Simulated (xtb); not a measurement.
xtb input:

```bash
xtb mol.xyz --gfn 2 --sp --chrg 1 --uhf 0
```
mol.xyz:
```
12

Si     2.25643700     0.27195417     0.03568001
C      0.34483924     0.15184171     0.00701989
N     -0.47760948     1.20450751     0.00747311
C     -1.82506118     0.93342949    -0.01545942
C     -2.06017219    -0.39855449    -0.03469011
S     -0.57846580    -1.26791517    -0.02320305
H      2.73252434    -0.37120665    -1.19849482
H      2.49712192     1.72621313     0.06700191
H      2.69852381    -0.41910622     1.25648544
H     -0.12267723     2.15401228     0.02410590
H     -2.54165674     1.73896094    -0.01640393
H     -3.01287004    -0.90144196    -0.05449991
```

Predict the final energy.

-16.95138 Eh (GFN2-xTB).

It need not be the lowest isomer of its formula.
